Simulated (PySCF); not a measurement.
**Atomic charges by several schemes**

Species: C6H9N.
SMILES with atom numbers: `[CH2:1]=[CH:2][CH2:3][C@H:4]([CH3:5])[C:6]#[N:7]` (hydrogens: H8, H9 on C1; H10 on C2; H11, H12 on C3; H13 on C4; H14, H15, H16 on C5)

Structure used (GFN2-xTB), in Å, numbered top down from 1:
```xyz
16
C6H9N angstrom
C      1.8148   -1.6305   -0.3256
C      1.5064   -0.4142    0.0821
C      0.5438    0.4937   -0.6150
C     -0.6261    0.8754    0.3143
C     -1.4828   -0.3413    0.6737
C     -1.4456    1.8719   -0.3346
N     -2.0937    2.6533   -0.8605
H      2.5186   -2.2494    0.2043
H      1.3826   -2.0570   -1.2161
H      1.9557   -0.0082    0.9801
H      0.1518    0.0123   -1.5133
H      1.0648    1.4078   -0.9168
H     -0.2241    1.3215    1.2331
H     -0.8692   -1.0864    1.1748
H     -2.2991   -0.0537    1.3327
H     -1.9055   -0.7862   -0.2247
```

Density: PBE0/pcSseg-1 (PySCF); schemes: Mulliken, IAO, Hirshfeld and ESP-fitted. Geometry: GFN2-xTB, one conformer, isolated molecule.

What partial charge does each atom carry?

In e:

```
atom                   environment  Mulliken     IAO  Hirshfeld  ESP-fitted
  C1          terminal =CH2 carbon    -0.125  -0.315     -0.095      -0.477
  C2              alkene CH carbon    -0.251  -0.135     -0.032      -0.028
  C3                allylic carbon    -0.123  -0.252     -0.058      -0.290
  C4  sp3 carbon next to a nitrile    -0.379  -0.136     +0.004      +0.273
  C5                 methyl carbon    -0.187  -0.412     -0.110      -0.422
  C6                nitrile carbon    +0.131  +0.139     +0.087      +0.225
  N7              nitrile nitrogen    -0.247  -0.256     -0.236      -0.445
  H8              vinylic hydrogen    +0.120  +0.155     +0.050      +0.188
  H9              vinylic hydrogen    +0.113  +0.147     +0.048      +0.201
 H10              vinylic hydrogen    +0.107  +0.142     +0.047      +0.117
 H11            methylene hydrogen    +0.130  +0.144     +0.048      +0.136
 H12            methylene hydrogen    +0.154  +0.156     +0.050      +0.113
 H13              methine hydrogen    +0.164  +0.166     +0.060      +0.037
 H14               methyl hydrogen    +0.136  +0.153     +0.042      +0.117
 H15               methyl hydrogen    +0.135  +0.154     +0.049      +0.120
 H16               methyl hydrogen    +0.123  +0.149     +0.047      +0.136
```

Mean size of the charges over all atoms: ESP-fitted 0.208 e, IAO 0.188 e, Mulliken 0.164 e, Hirshfeld 0.066 e. Each set sums to the total charge, 0, to within 0.001 e. The Hirshfeld scheme divides the density at each point in proportion to the densities of the neutral, spherically averaged free atoms.

Lowest charge. The schemes don't all agree: Mulliken C4 (-0.379); IAO C5 (-0.412); Hirshfeld N7 (-0.236); ESP-fitted C1 (-0.477).

Highest charge. The schemes don't all agree: Mulliken H13 (+0.164); IAO H13 (+0.166); Hirshfeld C6 (+0.087); ESP-fitted C4 (+0.273).

How closely do the schemes follow one another over all atoms?

Correlation coefficient and root-mean-square difference: Hirshfeld with ESP-fitted 0.88, 0.179 e; IAO with Hirshfeld 0.86, 0.138 e; Mulliken with IAO 0.85, 0.106 e; IAO with ESP-fitted 0.85, 0.131 e; Mulliken with Hirshfeld 0.73, 0.130 e; Mulliken with ESP-fitted 0.52, 0.218 e.

How many electrons does the IAO scheme count on C3?

Z − q = 6 − (-0.252) = 6.252.

Sum the charges by element, for elements with more than one atom.

```csv
element,atoms,Mulliken,IAO,Hirshfeld,ESP-fitted
C,6,-0.936,-1.111,-0.204,-0.721
H,9,+1.182,+1.366,+0.441,+1.166
```
